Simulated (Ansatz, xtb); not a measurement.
System: GaH₂, charge 0, multiplicity 2. SMILES: [GaH2]
Structure (B3LYP-D3(BJ)/def2-TZVP (Ansatz, a program for electronic structure) minimum search):
```xyz
3

Ga     0.0391     0.0090     0.0274
H     -0.3410    -1.4985    -0.3550
H     -0.8706     1.2189    -0.4942
```
Charge 0, spin multiplicity 2.

Harmonic wavenumbers from GFN2-xTB (xtb, at its own minimum), cm⁻¹: 347, 725, 883.

### Question
Give the harmonic wavenumbers at B3LYP-D3(BJ)/def2-TZVP (Ansatz, finite differences of forces, unscaled).

### Answer
735, 1758, 1832 cm⁻¹. Zero-point energy 6.2 kcal/mol.

### Question
From these and the geometry, give the ideal-gas thermochemistry at 298.15 K and 1 atm (rigid rotor, harmonic oscillator).

### Answer
Point group C2v, rotational symmetry number 2. Rotational constants 401.6, 130.5, 98.49 GHz. S(trans) 38.73, S(rot) 13.42, S(vib) 0.27, S(elec, spin only) 1.38, S 53.8 cal/(mol K). H(298) - H(0) 2.43 kcal/mol; G - E(el) -7.4 kcal/mol.
